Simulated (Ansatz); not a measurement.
Species: CH2F3Si, net charge 0, doublet state. It need not be the lowest isomer of its formula. 
Structure (B3LYP-D3(BJ)/def2-TZVP (Ansatz, an electronic-structure program) minimum search):
SMILES: F[Si](F)([CH2])F
```xyz
7

Si    -0.0021     0.0000     0.0001
F      0.4454     1.4115    -0.5583
F      0.4528    -1.1084    -1.0337
F      0.8260    -0.2464     1.3276
C     -1.7938    -0.0585     0.2733
H     -2.3620     0.8159     0.5648
H     -2.3629    -0.9744     0.1741
```
Charge 0, spin multiplicity 2.

Wanted: atomisation energy (electronic, to ground-state atoms), in eV. Cores are frozen in the correlated levels unless marked. UHF or UKS for open shells. Spin-orbit coupling is left out. Non-relativistic. The coupled-cluster limit lacks core correlation, which all-electron functionals hold. CBS(X,Y): correlation extrapolated as X^-3; Hartree-Fock from the larger set (for Q and 5 zeta extrapolated as (X+1)exp(-9√X)).

```json
[
 {"level": "HF/cc-pV(T+d)Z", "program": "Ansatz", "atomisation energy (eV)": "23.35"},
 {"level": "HF/cc-pV(5+d)Z", "program": "Ansatz", "atomisation energy (eV)": "23.57"},
 {"level": "PBE/def2-TZVPD", "program": "Ansatz", "atomisation energy (eV)": "30.86"},
 {"level": "PBE0/6-31G*", "program": "Ansatz", "atomisation energy (eV)": "29.98"},
 {"level": "PBE0/def2-SVP", "program": "Ansatz", "atomisation energy (eV)": "29.77"},
 {"level": "PBE0-D3(BJ)/def2-TZVPD", "program": "Ansatz + dftd3", "atomisation energy (eV)": "30.34"},
 {"level": "BHLYP-D3(BJ)/def2-TZVPD", "program": "Ansatz + dftd3", "atomisation energy (eV)": "29.49"}
]
```

Question: Predict the CCSD(T)/CBS(cc-pV(Q+d)Z,cc-pV(5+d)Z) result (Ansatz).

Answer: 30.89 eV
